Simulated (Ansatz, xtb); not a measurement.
**Two structures of AsBH4Si**

Structure X: a singlet given by its coordinates. Structure Y: `B[As]=[SiH2]`, a singlet. Both are isolated molecules in the gas phase, relaxed with PBE0-D3(BJ)/pcseg-1; the shapes shown needn't be the lowest conformers.

X (Å):

```yaml
atoms:
  - { symbol: As, position_ang: [-1.9087, 0.1724, -0.6983] }
  - { symbol: B, position_ang: [-2.1936, 1.4207, 0.5909] }
  - { symbol: Si, position_ang: [0.1617, 0.8845, 0.2627] }
  - { symbol: H, position_ang: [-2.4829, 2.2273, 1.4133] }
  - { symbol: H, position_ang: [0.8448, -0.2831, 0.8864] }
  - { symbol: H, position_ang: [-0.0171, 1.9197, 1.3373] }
  - { symbol: H, position_ang: [1.0148, 1.4929, -0.7960] }
```

Close contacts (Å): As1–B2 1.82, As1–Si3 2.39, B2–Si3 2.44, B2–H4 1.19, Si3–H5 1.49, Si3–H6 1.50, Si3–H7 1.49.

Y (Å):

```yaml
atoms:
  - { symbol: As, position_ang: [0.1611, 2.2380, 1.1985] }
  - { symbol: B, position_ang: [-1.6757, 2.2260, 0.3929] }
  - { symbol: Si, position_ang: [0.4315, 0.1733, 0.5205] }
  - { symbol: H, position_ang: [-2.3342, 3.2220, 0.5224] }
  - { symbol: H, position_ang: [-2.1394, 1.2901, -0.1998] }
  - { symbol: H, position_ang: [-0.5701, -0.6282, -0.2390] }
  - { symbol: H, position_ang: [1.6581, -0.6421, 0.7699] }
```

Energies in hartree; the thermal terms are from PBE0-D3(BJ)/pcseg-1 harmonic frequencies (ideal gas, rigid rotor, one conformer each, 298.15 K, 1 atm) and include the zero-point energy:

```
                                X            Y
E, CCSD(T)/def2-TZVP  −2550.655955  −2550.649324
   zero-point energy      0.037088      0.037500
        H(298 K) − E      0.043244      0.043938
        G(298 K) − E      0.008381      0.008023
```

**Question.** Work out ΔE, ΔE₀, ΔH and ΔG for X → Y in kcal/mol (1 Eh = 627.51 kcal/mol) and the equilibrium ratio [Y]/[X].

**Answer.** 1. ΔE = −2550.649324 − (−2550.655955) = +0.006631 Eh = +4.16 kcal/mol.
2. ΔE₀ = ΔE + ΔZPE = +0.006631 + (+0.000412) Eh = +4.42 kcal/mol.
3. ΔH = ΔE + (+0.000694) Eh = +4.60 kcal/mol.
4. ΔG = ΔE + (−0.000358) Eh = +3.94 kcal/mol, so ΔS = (ΔH − ΔG)/T = +9.3 J/(mol K).
5. kT = 0.9442 mEh, so K = [Y]/[X] = exp(−ΔG/kT) = exp(−6.64) ≈ 0.0013.

Structure X is favoured at this temperature. An error of 1 kcal/mol in ΔG would change K by a factor of 5.4. HF/def2-TZVP found them nearly level. GFN2-xTB gave ΔE the other sign. Mirror images and further conformers aren't counted.

Other levels gave ΔE = −13.0 (GFN2-xTB); +4.0 (HF/STO-3G, GFN2-xTB geometries); +2.7 (r2SCAN-D4/def2-SVP, GFN2-xTB geometries); +2.0 (PBE0-D3(BJ)/pcseg-1); −0.3 (HF/def2-TZVP); +5.7 (MP2/def2-TZVP) kcal/mol. The correlated steps freeze 15 core orbitals; the filled d shell of As is correlated, in a basis made for valence electrons. Programs: Ansatz 0.2.0, xtb 6.7.1.
